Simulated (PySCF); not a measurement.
Compound: AlBrClF.
SMILES: `[F][Al]([Cl])[Br]`

Computed with MP2 and CCSD/aug-cc-pVDZ in PySCF, restricted Hartree–Fock reference, frozen core, non-relativistic, gas phase, PBE0-D3(BJ)/def2-SVP geometry.

E(HF) = -3373.49008 Eh.

Question: How large is the problem?

Answer: 113 basis functions and 74 electrons; 20 orbitals frozen, which leaves o = 17 correlated occupied and v = 76 virtual orbitals. That is o·v = 1292 singles and o·v(o·v + 1)/2 = 835278 distinct closed-shell doubles amplitudes before symmetry; the costliest CCSD step grows as o²v⁴ = 9.6 × 10^9.

Question: What are the MP2 and CCSD correlation energies?

Answer: MP2 -0.5435 Eh and CCSD -0.5656 Eh, which gives totals of -3374.03360 and -3374.05572 Eh. That is 0.453 eV for each correlated electron at CCSD (1485 kJ/mol in all, 0.017 % of the total energy); MP2 gives 96.1 % of the CCSD value.

Question: What is the T1 diagnostic?

Answer: 0.0103, below the customary warning level of 0.02. It is the norm of the spatial-orbital singles amplitudes over the root of the number of correlated electrons, so the norm is 0.060.

Question: How does correlation change the dipole moment?

Answer: HF gives 0.66 D and CCSD (unrelaxed density) 0.68 D, a change of +0.02 D.

No triples correction and no basis-set extrapolation were made.
